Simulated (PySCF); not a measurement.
# First hyperpolarisability: `O=c1cc1Br`, C₃HBrO

Geometry:
```
atom   x (Å)   y (Å)   z (Å)
  O1  -1.102   1.802   0.232
  C2  -0.521   0.774   0.079
  C3  -0.438  -0.564  -0.427
  C4   0.613  -0.083   0.242
 Br5   2.306  -0.516   0.835
  H6  -0.856  -1.410  -0.956
```

Computed, not measured: quadratic response CAM-B3LYP/aug-cc-pVTZ first hyperpolarisability, Taylor convention, gas phase in PySCF. Geometry: PBE0-D3(BJ)/def2-TZVP.

The calculation is non-relativistic, which matters for the atoms heavier than Zn.

(1) Give β for the processes computed.

(2) Which lowest excitations, dipole and polarisabilities go with it?

Answers

(1) In au, Taylor convention; the vector part is βᵢ = ⅓ Σⱼ (βᵢⱼⱼ + βⱼᵢⱼ + βⱼⱼᵢ); β∥ is 3/5 of the vector part along the dipole, the dipole points from − to +:
```csv
process,λ (nm),β vector norm,β∥,β HRS,depolarisation ratio
"static β(0;0,0)",∞,348.4,-176.3,135.9,6.30
"second harmonic β(−2ω;ω,ω)",1907,365.6,-185.0,142.7,6.29
"Pockels β(−ω;ω,0)",1907,354.0,-179.1,–,–
"second harmonic β(−2ω;ω,ω)",1064,409.2,-207.0,160.1,6.27
"Pockels β(−ω;ω,0)",1064,366.8,-185.6,–,–
```

(2) S1 4.64 eV (f = 0.000); S2 5.75 eV (f = 0.000); S3 5.79 eV (f = 0.020); dipole 3.77 D; isotropic α 58.9 au static, 59.1 au at 1907 nm, 59.5 au at 1064 nm, 59.7 au at 953.5 nm, 61.6 au at 532 nm.
